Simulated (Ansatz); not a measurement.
A series at Si: from `N#C[Si](F)(C#N)C#N`, ligands are replaced one by one, each step taking up H–F and setting free `C#N`; n counts the steps. Ansatz, PBE0-D4/def2-TZVP geometries.

CBS adds triple-zeta CCSD(T) − MP2 to the MP2 limit, frozen cores; atoms without spin–orbit coupling. 

```
n              molecule  atomization energy, CCSD(T)/CBS (kJ/mol)
0  `N#C[Si](F)(C#N)C#N`                                    4146.7
1    `N#C[Si](F)(F)C#N`                                         ?
2      `N#C[Si](F)(F)F`                                    2988.0
3        `F[Si](F)(F)F`                                    2404.1
```

By hand: fit a straight line y = ȳ + b (n − n̄) to the 3 given rows and predict n = 1.

n̄ = 1.667, ȳ = 3179.60; Σ(n − n̄)(y − ȳ) = -2709.70, Σ(n − n̄)² = 4.667, so b = -580.61 kJ/mol a step. Prediction: 3179.60 + (-580.61) × (-0.667) = 3566.9 kJ/mol.

By hand: compare with the computed value, 3566.1 kJ/mol, and give the steps along the whole series.

The line misses by -0.8 kJ/mol (computed minus predicted). Steps: -580.6, -578.1, -583.9 kJ/mol.

The steps differ by at most 5.8 kJ/mol, 1.0 % of a mean step, so the ligands' effects nearly add and a line is close. The miss is 0.0 % of the series' range. The energies themselves are unsure by some kJ/mol a bond, though much of that is common to the series.
